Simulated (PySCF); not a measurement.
2-hydroxyethyl prop-2-enoate (C5H8O3), SMILES C(OCCO)(=O)C=C.

The structure is a stationary point at PBE0-D3(BJ)/def2-SVP. Other conformers were not sampled.

Calculation: PySCF with PBE0-D3(BJ)/def2-SVP.

Frequencies are harmonic and unscaled.

| mode | ν (cm⁻¹) | IR (km/mol) | moving atoms (share of kinetic energy) |
|---|---|---|---|
| 1 | 64 | 1.8 | O 48 %, C 40 %, H 12 % |
| 2 | 72 | 0.1 | O 51 %, C 30 %, H 19 % |
| 3 | 97 | 3.7 | H 42 %, C 31 %, O 27 % |
| 4 | 142 | 0.0 | C 51 %, H 32 %, O 17 % |
| 5 | 232 | 4.6 | C 50 %, H 28 %, O 22 % |
| 6 | 296 | 46.3 | H 63 %, C 22 %, O 15 % |
| 7 | 325 | 68.3 | O 43 %, H 30 %, C 28 % |
| 8 | 350 | 47.9 | O 40 %, H 38 %, C 22 % |
| 9 | 386 | 9.7 | C 47 %, O 38 %, H 15 % |
| 10 | 530 | 0.8 | H 55 %, C 31 %, O 14 % |
| 11 | 577 | 1.8 | O 47 %, C 36 %, H 18 % |
| 12 | 684 | 4.3 | O 40 %, C 34 %, H 25 % |
| 13 | 800 | 2.4 | H 85 %, C 13 % |
| 14 | 837 | 30.0 | C 75 %, H 16 %, O 9 % |
| 15 | 897 | 7.0 | O 48 %, H 33 %, C 19 % |
| 16 | 1005 | 23.1 | H 71 %, C 29 % |
| 17 | 1026 | 20.1 | H 93 % |
| 18 | 1060 | 15.4 | C 47 %, H 46 % |
| 19 | 1074 | 0.3 | H 52 %, C 38 %, O 11 % |
| 20 | 1089 | 51.2 | C 49 %, O 28 %, H 23 % |
| 21 | 1110 | 46.6 | H 48 %, C 46 % |
| 22 | 1153 | 83.3 | C 45 %, O 39 %, H 17 % |
| 23 | 1226 | 75.3 | H 60 %, C 32 % |
| 24 | 1253 | 226.2 | H 53 %, C 30 %, O 17 % |
| 25 | 1320 | 30.8 | H 84 %, C 14 % |
| 26 | 1325 | 113.9 | H 66 %, C 29 % |
| 27 | 1353 | 63.3 | H 67 %, C 23 %, O 10 % |
| 28 | 1394 | 22.3 | H 81 %, C 11 %, O 8 % |
| 29 | 1416 | 97.8 | H 71 %, C 27 % |
| 30 | 1439 | 44.8 | H 65 %, C 34 % |
| 31 | 1465 | 38.1 | H 87 %, C 10 % |
| 32 | 1499 | 4.2 | H 91 %, C 8 % |
| 33 | 1731 | 35.5 | C 89 %, H 11 % |
| 34 | 1864 | 184.6 | C 65 %, O 34 % |
| 35 | 3020 | 48.5 | H 94 % |
| 36 | 3084 | 36.5 | H 95 % |
| 37 | 3136 | 5.5 | H 91 %, C 9 % |
| 38 | 3161 | 13.5 | H 90 %, C 10 % |
| 39 | 3171 | 2.3 | H 95 % |
| 40 | 3222 | 1.5 | H 91 %, C 9 % |
| 41 | 3284 | 0.2 | H 89 %, C 11 % |
| 42 | 3882 | 39.2 | H 94 % |
